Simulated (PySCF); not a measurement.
A thermochemical cycle for ZnH

CCSD(T) in PySCF with def2-TZVPPD on every atom, for the lowest determinant that a PBE0 search found; no spin–orbit coupling. ZnH, a doublet (σ ↑), has De = 1.03 eV to neutral atoms, and ZnH⁺, a singlet (closed shell), has De = 2.41 eV to Zn⁺ + H.

The adiabatic ionisation energy of ZnH, between the minima, is 7.64 eV.

Question: Which ionisation energy of the Zn atom does this level give?

Answer: IE(Zn) = IE(molecule) + De(ion) − De(neutral) = 7.64 + 2.41 − 1.03 = 9.02 eV; the measured value is 9.394 eV (NIST ASD).

Correlated steps freeze 5 core orbitals. For an ion De counts to the pair picked by the measured ionisation energies or electron affinities, which need not be the lowest pair at this level. Where the molecule has an RHF reference, its open-shell atoms are computed with UHF. States were picked by a PBE0 search and need not be the measured ground states.
